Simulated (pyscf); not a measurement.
O=Os(=O)(=O)=O (SMILES [O]=[Os](=[O])(=[O])=[O]), singlet

Gas-phase minimum from PySCF at ωB97X-D3(BJ)/def2-SVP, one conformer. 

```
Os
O 1 1.6865
O 1 1.6865 2 109.44
O 1 1.6866 2 109.46 3 -120.00
O 1 1.6866 2 109.49 3 120.00
```
Charge 0, spin multiplicity 1.

Properties at ωB97X-D3(BJ)/def2-SVP:

```
Property                                                                                                                                                             Result
---------------------------------------------------------------------------------------------------------------------  ----------------------------------------------------
Harmonic wavenumbers, unscaled                                                                                         347, 347, 347, 356, 356, 1044, 1044, 1044, 1077 cm⁻¹
Zero-point energy                                                                                                                                              8.5 kcal/mol
Rotational symmetry number                                                                                                                                               12
Entropy of this conformer at 298 K and 1 atm, rigid rotor and harmonic oscillator, modes under 100 cm⁻¹ raised to 100                                       291.1 J/(mol K)
Dipole moment                                                                                                                                                        0.00 D
```

Single-point totals, which compare only within one level:

```json
[
 {"level": "ωB97X-D3(BJ)/def2-TZVP", "total energy (hartree)": "-391.77258"},
 {"level": "PBE/def2-TZVP", "total energy (hartree)": "-391.55925"},
 {"level": "r²SCAN/def2-TZVP", "total energy (hartree)": "-391.69382"},
 {"level": "B3LYP-D3(BJ)/def2-TZVP", "total energy (hartree)": "-391.77837"},
 {"level": "PBE0-D3(BJ)/def2-TZVP", "total energy (hartree)": "-391.41583"},
 {"level": "M06-2X/def2-TZVP", "total energy (hartree)": "-391.44214"},
 {"level": "ωB97M-D3(BJ)/def2-TZVP", "total energy (hartree)": "-391.73233"}
]
```

Elements past Kr carry the def2 core potentials, without spin-orbit coupling.
